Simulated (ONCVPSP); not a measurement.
Building the ONCV potential for nickel (PW91, scalar-relativistic).

ONCVPSP 4.0.1 input, shortened (lines: element, Z, core and valence counts, functional; n l f; lmax; l rc ep ncon nbas qcut; lloc lpopt rc5 dvloc0; l nproj debl; icmod fcfact rcfact), PW91, scalar-relativistic:

```
  Ni 28.00    3    4  -109134      upf
    1    0    2.00
    2    0    2.00
    2    1    6.00
    3    0    2.00
    3    1    6.00
    3    2    8.00
    4    0    2.00
    2
    0    1.25    0.00    3    6   10.10
    1    1.10    0.00    4    7   14.90
    2    1.15    0.00    5   10   12.70
    4    3    1.00    2.00
    0    3    3.30
    1    2    3.40
    2    2    3.20
    3    2.50    1.50
```

All-electron outer shells of the reference configuration (PW91, scalar-relativistic, ld1.x):

```tsv
shell	level (eV)	outermost node (bohr)	outermost maximum (bohr)
2p	-845.09	–	0.16
3s	-111.06	0.30	0.64
3p	-71.44	0.27	0.65
3d	-8.95	–	0.63
4s	-5.70	0.92	2.24
```

What the tests gave:

```json
{
  "Cutoffs needed": "71 Ha and 83 Ha (the cutoffs (Ha) at which the residual kinetic energy of the hardest occupied pseudo-wave falls to 1 and 0.1 mHa per electron)",
  "Ghost test": "no bound ghost flagged; no localised positive-energy state flagged",
  "Largest excitation error": "-3.5 meV (all-electron minus pseudo) for 3s2 3p6 3d7 4s0, out of 4 test configurations",
  "rms error of d²Exc/dni dnj": "2.34 mHa without and 1.44 mHa with the model core"
}
```

Generation and tests took about 5 s on one core of a shared server CPU.
